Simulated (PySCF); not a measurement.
Dipole response of Sc (scandium, neutral)

[Ar] 3d1 4s2, 2D determinant. All numbers are calculated (PySCF 2.14, scalar relativity by spin-free X2C-1e, in aug-cc-pwCVTZ-DK with one added diffuse shell each of s, p, d, f, g type (11s10p8d5f4g, 152 functions)). Coupled (time-dependent) response in atomic units; α is the mean over directions.

```csv
method,mean α (bohr³),"α xx, yy, zz",C₆ (like pair),S(−4)
PBEsol,122.8,"120.0, 120.0, 128.3",1501,8130
```

S(−4) is the Cauchy moment in α(ω) = α(0) + S(−4) ω² + …

Reference α: 97 ± 10 bohr³ (recommended; Schwerdtfeger and Nagle, table of static dipole polarizabilities (2023 update)). Published C₆: 1383 (Chu and Dalgarno (2004); Tang, Norbeck and Certain (1976)).

α(iu) at PBEsol:

```tsv
u (hartree)	α(iu) (bohr³)
0	122.8
0.0500	105.8
0.100	76.08
0.200	37.94
0.300	22.06
0.500	10.71
0.750	6.121
1.00	4.154
1.50	2.385
2.00	1.573
3.00	0.8390
5.00	0.3603
```

A single London oscillator, α(iu) = α/(1 + u²/ω²), gives C₆ = (3/4) ω α². Matching the computed C₆ needs ω = 4 × 1501 / (3 × 122.8²) = 0.133 hartree.

The components differ because the open shell of this determinant is not spherical; for a pure term their mean is the scalar polarisability.

⟨S²⟩ = 1.04 against 0.75 shows spin contamination.
